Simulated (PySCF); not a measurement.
Compound: C₃H₈O₂SSi.
Bonds: C1–S2, S2–Si3, Si3–O4, O4–C5, C5–C6, C6–O7, Si3–O7. Hydrogens: H8, H9, H10 on C1; H11 on Si3; H12, H13 on C5; H14, H15 on C6.

NICS is the negative of the GIAO shielding at a point without a nucleus: at the ring centre (0) and 1 Å above and below it (1); zz is the component along the ring normal. Level: GIAO PBE0/pcSseg-1 (PySCF, non-relativistic, gas phase) on the GFN2-xTB geometry, one conformer.

Ring bond lengths (Å), with Mayer bond orders in brackets: Si3–O4 1.627 (1.01), O4–C5 1.396 (0.89), C5–C6 1.546 (1.03), C6–O7 1.398 (0.89), O7–Si3 1.635 (0.99).

What do the NICS probes read (ppm)?

| ring | type | NICS(0) | NICS(1), two faces | NICS(1)zz, two faces | rms pucker (Å) | centre to ring atoms, mean (Å) |
| --- | --- | --- | --- | --- | --- | --- |
| Si3–O4–C5–C6–O7 | 5-membered ring with 2 O and Si; formal bonds all single | -7.3 | -2.2 / -2.6 | -5.5 / -4.5 | 0.07 | 1.29 |

What do they say, and how far can they be read as aromaticity?

- Si3–O4–C5–C6–O7: mean NICS(1)zz -5.0 ppm, shielded. Si3, C5, C6 have four or more neighbours, so the value isn't read as a sign of a π ring current.

List the ring angles and the Hirshfeld charges of the ring atoms.

- Si3–O4–C5–C6–O7: Si3 97.5° (+0.423 e), O4 111.8° (-0.238 e), C5 108.8° (+0.005 e), C6 108.4° (+0.004 e), O7 110.8° (-0.245 e); sum 537.2° against 540° for a flat convex ring.

How shielded are the nuclei of the rings and their hydrogens (means over atoms taken as equivalent)?

```json
{"atoms": "Si3", "environment": "oxygen-bound silicon", "σ isotropic (ppm)": "338.4", "principal values of the symmetric part, first atom (ppm)": "285.3, 354.6, 375.4"}
{"atoms": "O4 (×2)", "environment": "silyl ether oxygen", "σ isotropic (ppm)": "292.3", "principal values of the symmetric part, first atom (ppm)": "243.8, 281.4, 367.8"}
{"atoms": "C5 (×2)", "environment": "sp3 carbon bound to oxygen", "σ isotropic (ppm)": "122.1", "principal values of the symmetric part, first atom (ppm)": "91.0, 109.6, 166.3"}
{"atoms": "H11", "environment": "Si–H hydrogen", "σ isotropic (ppm)": "26.44", "principal values of the symmetric part, first atom (ppm)": "22.4, 24.6, 32.4"}
{"atoms": "H12 (×2)", "environment": "methylene hydrogen", "σ isotropic (ppm)": "27.38", "principal values of the symmetric part, first atom (ppm)": "22.7, 25.4, 34.2"}
{"atoms": "H13 (×2)", "environment": "methylene hydrogen", "σ isotropic (ppm)": "27.52", "principal values of the symmetric part, first atom (ppm)": "23.2, 25.5, 33.9"}
```
